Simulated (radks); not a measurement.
Species: Cd3+. Configuration: [Kr] 4d(3/2: 4, 5/2: 4) 5s1 (not the ground configuration).

Method: Dirac Kohn-Sham, relativistic LDA (MacDonald-Vosko exchange, VWN5 correlation), spin-unpolarised, spherical densities, finite nucleus; Fermi nuclear charge, rms radius 4.6087 fm; computed with a radial shooting solver on a logarithmic mesh with Libxc functionals.

Energy parts (hartree):
total: -5580.60342
kinetic: 5835.97317
electron-nucleus: -13470.44135
Hartree: 2194.47071
exchange-correlation: -140.60595

Orbitals (lengths in bohr, moments of r in powers of bohr; <r^-3> diverges for s and p1/2; r(90%) holds 90 % of the orbital's charge):
orbital  occ.  eigenvalue (hartree)  r(90%)      <r^4>  <r^-3>   <1/r>  small-component weight
1s1/2       2             -970.1973  0.0548  4.121e-06       -   50.45                3.08e-02
2s1/2       2             -145.5432   0.204  0.0007242       -   11.66                6.47e-03
2p1/2       2             -135.8047   0.183  0.0004684       -   11.65                6.50e-03
2p3/2       4             -128.7957   0.190  0.0005429    3728   10.92                6.23e-03
3s1/2       2             -28.38973   0.529    0.03345       -   4.092                1.84e-03
3p1/2       2             -24.45519   0.528    0.03276       -   4.004                1.79e-03
3p3/2       4             -23.20187   0.543    0.03684   678.2   3.825                1.71e-03
3d3/2       4             -16.18039   0.527    0.03252   105.4   3.669                1.60e-03
3d5/2       6             -15.92434   0.532    0.03376   98.94   3.622                1.58e-03
4s1/2       2              -5.38749    1.26      1.109       -   1.597                4.89e-04
4p1/2       2              -4.10582    1.36      1.488       -   1.483                4.33e-04
4p3/2       4              -3.88379    1.41      1.684   120.2   1.426                4.11e-04
4d3/2       4              -1.88103    1.80      4.464   12.70   1.146                2.81e-04
4d5/2       4              -1.85089    1.82      4.664   11.82   1.132                2.75e-04
5s1/2       1              -1.27462    3.17      43.31       -  0.5888                9.17e-05

The highest occupied level is 5s1/2 at -34.684 eV. The density falls to 0.001 e/bohr^3 at r = 3.42 bohr.
